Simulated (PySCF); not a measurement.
Fractional electron number in Au(2+) (gold, charge +2)

The 5d beta orbital of [Xe] 4f14 5d9 is emptied in steps (occupation f), with all orbitals relaxed, ending at [Xe] 4f14 5d8. All numbers are calculated (PySCF 2.14, a scalar-relativistic core potential, in def2-TZVP with the def2 core potential (60 electrons) (6s4p3d1f, 40 functions)). The exact energy is a straight line in f; departures are measured from the line between the end points of the same method.

Q: Among UHF, LDA, PBE, which shows the largest delocalisation error (convex curve), and which is closest to linear?

A: Most convex: LDA (-1.611 eV at f = 0.5); closest to linear: UHF (0.351 eV).

```
  f  UHF (eV)  LDA (eV)  PBE (eV)
  1     0.000     0.000     0.000
0.9     0.133    -0.574    -0.560
0.7     0.303    -1.347    -1.310
0.5     0.351    -1.611    -1.565
0.3     0.288    -1.358    -1.317
0.1     0.121    -0.584    -0.566
  0     0.000     0.000     0.000
```

```json
{"method": "UHF", "E(f=0) − E(f=1) (eV)": "30.909", "−ε at f=1 (eV)": "32.411", "−ε at f=0.5 (eV)": "30.865"}
{"method": "LDA", "E(f=0) − E(f=1) (eV)": "33.339", "−ε at f=1 (eV)": "26.976", "−ε at f=0.5 (eV)": "33.306"}
{"method": "PBE", "E(f=0) − E(f=1) (eV)": "32.891", "−ε at f=1 (eV)": "26.688", "−ε at f=0.5 (eV)": "32.871"}
```

Reference removal energy between the ground levels: 30 ± 1.6 eV (theoretical estimate listed by NIST; NIST Atomic Spectra Database, ionization energies). The calculation has no spin-orbit coupling. The determinant left behind need not be the lowest term of the ion. UHF lacks correlation.
